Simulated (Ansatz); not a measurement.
Consider the redistribution: `C[O][Ti]([F])([F])[F]` + `[Cl][SnH2][Br]` → `[F][Ti]([F])([F])[Cl]` + `C[O][SnH2][Br]`.

Isolated molecules relaxed with PBE0-D4/def2-TZVP in Ansatz; ΔE leaves out vibrations. CCSD(T)/CBS adds triple-zeta CCSD(T) − MP2 to the extrapolated MP2 energy (def2 sets, frozen cores). DFT in def2-TZVPP. def2 core potentials past Kr. For Br, Sn, Ti outer-core shells are correlated without core-valence functions, which leaves a few kJ/mol of doubt a bond. Scalar relativity is left out up to krypton. One conformer a species, not always the lowest.

(1) Is it downhill or uphill in electronic energy at CCSD(T)/CBS, and by how much? (An estimate is asked.)

(2) What do these levels give: LDA (SPW92), BLYP-D4, r2SCAN-D4, BHLYP-D4, CAM-B3LYP, MP2/def2-SVP? (Best estimate.)

Largest T1 diagnostic among the species: 0.024, so the coupled-cluster value is less sure than usual.

## Answers

(1) Ansatz gave: Uphill: ΔE = +68.1 kJ/mol.

(2) The calculation gave: LDA (SPW92) 69.8, BLYP-D4 66.0, r2SCAN-D4 64.8, BHLYP-D4 77.3, CAM-B3LYP 75.8, MP2/def2-SVP 91.4 kJ/mol.

From r2SCAN to r2SCAN0 (25 % exact exchange), in def2-TZVPP and without D4, ΔE moves by +6.1 kJ/mol. In def2-TZVPP, CCSD(T) changes the Hartree–Fock value by −16.7 kJ/mol (the triples alone add −4.6 kJ/mol) and MP2 by −16.6 kJ/mol.
